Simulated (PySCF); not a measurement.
Compound: C6H7F.
Atom-mapped SMILES: `[CH:1]#[C:2][C@@H:3]1[CH2:4][CH2:5][C@@H:6]1[F:7]` (hydrogens: H8 on C1; H9 on C3; H10, H11 on C4; H12, H13 on C5; H14 on C6)

Cartesian coordinates in Å at the GFN2-xTB level; atoms count from 1:
```
atom  x, y, z in Å
C1     2.6650   -0.2376   -0.2233
C2     1.6303   -0.1619    0.3728
C3     0.3594   -0.0681    1.0486
C4    -0.7027   -1.0509    0.4979
C5    -1.3691    0.1088   -0.2584
C6    -0.5292    1.0987    0.5523
F7     0.0983    2.0749   -0.1758
H8     3.5808   -0.3018   -0.7297
H9     0.5158   -0.0908    2.1296
H10   -1.3310   -1.4686    1.2811
H11   -0.3099   -1.8549   -0.1196
H12   -2.4482    0.2044   -0.1631
H13   -1.0921    0.1369   -1.3100
H14   -1.0680    1.6104    1.3554
```

Level of theory: PySCF, TDDFT B3LYP/def2-SVPD, vertical, gas phase, core orbitals frozen in the response.

Ground-to-excited transition dipoles (e·a0, same axes as the geometry; the sign carries no meaning), for the states with f of 0.002 or more among the lowest 8:

```json
{"state": "S2", "E (eV)": "6.605", "μx": "-0.001", "μy": "0.147", "μz": "0.097"}
{"state": "S3", "E (eV)": "6.639", "μx": "-0.051", "μy": "0.029", "μz": "-0.102"}
{"state": "S4", "E (eV)": "7.168", "μx": "-0.469", "μy": "-0.078", "μz": "0.042"}
{"state": "S5", "E (eV)": "7.280", "μx": "0.004", "μy": "0.416", "μz": "0.027"}
{"state": "S6", "E (eV)": "7.545", "μx": "-0.272", "μy": "0.004", "μz": "0.371"}
{"state": "S7", "E (eV)": "7.635", "μx": "0.208", "μy": "0.158", "μz": "-0.004"}
{"state": "S8", "E (eV)": "7.780", "μx": "-0.065", "μy": "-0.064", "μz": "-0.278"}
```

(1) What oscillator strength does each state have?

(2) What angle do the transition dipoles of S5 and S8 make?

## Answers

(1) f = (2/3) ΔE |μ|² with ΔE in hartree (27.2114 eV).

| state | \|μ\|² (au) | \|μ\| (D) | f |
| --- | --- | --- | --- |
| S2 | 0.031 | 0.45 | 0.005 |
| S3 | 0.014 | 0.30 | 0.002 |
| S4 | 0.227 | 1.21 | 0.040 |
| S5 | 0.174 | 1.06 | 0.031 |
| S6 | 0.212 | 1.17 | 0.039 |
| S7 | 0.068 | 0.66 | 0.013 |
| S8 | 0.086 | 0.74 | 0.016 |

(2) |cos θ| = |μa·μb| / (|μa| |μb|) = 0.28, so θ ≈ 74° (taken between 0 and 90°, since the signs are arbitrary).

On an Arm Neoverse V1 with one thread, no GPU (shared host), this took 26 s of wall time.

One conformer stands for the species.
